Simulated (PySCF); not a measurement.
Species: [GeF3]- (charge -1).
Structure used (PBE0-D3(BJ)/def2-SVP), in Å, numbered top down from 1:
```xyz
4
GeF3 angstrom
Ge    -0.009    0.006    0.707
F      1.547   -0.031   -0.214
F     -0.744    1.347   -0.257
F     -0.794   -1.322   -0.237
```

Method: PBE0-D3(BJ)/def2-SVP geometry optimisation, gas phase (PySCF 2.14.0).

Take the most abundant isotopes and a rigid rotor. 

(1) Give the principal moments of inertia and the rotational constants in GHz.

(2) Classify the top.

(3) Is it planar, by Δ = Ic − Ia − Ib?

(4) Give the other two planar moments, Paa and Pbb, and the rms extents of the mass along the axes.

(5) Where do the R-branch lines fall?

(6) Estimate the classical rotational partition function at 10 K, 25 K and 298.15 K.

Answers

(1) Ia = 96.35, Ib = 96.63, Ic = 135.72 u·Å²; 505379 MHz·u·Å²/I gives 5245, 5230 and 3724 MHz, that is A = 5.2452, B = 5.2301, C = 3.7238 GHz.

(2) An oblate symmetric top, as the point group C3v requires two equal moments; the computed ones differ by 0.29 % because the geometry is symmetric only within the optimiser's tolerance; Ray's κ = 0.980.

(3) Not planar: Δ = Ic − Ia − Ib = -57.26 u·Å². For a rigid frame Δ = −2 Σ m c², so Σ m c² = 28.63 u·Å² lies off the ab plane. The atom farthest from that plane is 0.53 Å away.

(4) Paa = Σ m a² = (Ib + Ic − Ia)/2 = 68.00 and Pbb = Σ m b² = (Ia + Ic − Ib)/2 = 67.72 u·Å². With the mass M = 130.92 u, the rms extents √(P/M) along a, b and c are 0.72, 0.72, 0.47 Å.

(5) The dipole of 1.52 D (about the centre of mass, as the species is charged) lies along the symmetry axis, so ΔK = 0 and J+1 ← J falls at 2B(J+1) for every K: 10.48 GHz, 20.95 GHz, 31.43 GHz, 41.90 GHz, 52.38 GHz for J = 0 to 4.

(6) Point group C3v, symmetry number σ = 3; q = (√π/σ)·√((kT/h)³/(ABC)), k/h = 20836.6 MHz/K: 176 at 10 K, 695 at 25 K, 28600 at 298.15 K.

Not checked by PBE0-D3(BJ)/def2-SVP frequencies. The geometry's basis has no diffuse functions, a weakness for an anion. No vibrational averaging or centrifugal distortion is included, and the geometry carries the error of its method.
